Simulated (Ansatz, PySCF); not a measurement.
Complex: H2O (SMILES O) (first 3 atoms) with C2H3N (SMILES CC#N); geometry from B3LYP-D3(BJ)/def2-TZVP, rigid monomers moved along the line of their centres of mass till H2···N6 is 2.37 Å.
(charge 0, multiplicity 1):
```xyz
9

O     -0.12078     0.16147    -0.88121
H      0.02235     0.11252     0.07555
H     -1.04094     0.42390    -0.97768
C      0.87833    -0.16610     4.94073
C      0.50822    -0.05140     3.54042
N      0.21822     0.03853     2.43355
H      1.28725    -1.15715     5.13827
H      1.63050     0.58250     5.19024
H      0.00356    -0.01242     5.57283
```

Monomers are frozen at their geometry in the pair; levels with a basis set take the counterpoise correction. Rows marked so take none.

Rows in 3-21G, 6-31G* carry no dispersion term and start afresh at each structure (6-31G* with six Cartesian d functions).

Run with Ansatz (a quantum-chemistry and plane-wave program); PySCF for 3-21G rows, 6-31G* rows, the dispersion terms. 

One of these levels gives -4.63 kcal/mol for the interaction energy. Which one is it?
A. B3LYP/6-31G*
B. HF/aug-cc-pVDZ
C. PBE-D4/def2-TZVPPD
D. B3LYP/3-21G (no counterpoise)

C, PBE-D4/def2-TZVPPD. The others give -3.59 (HF/aug-cc-pVDZ), -6.70 (B3LYP/3-21G (no counterpoise)), -4.03 (B3LYP/6-31G*)
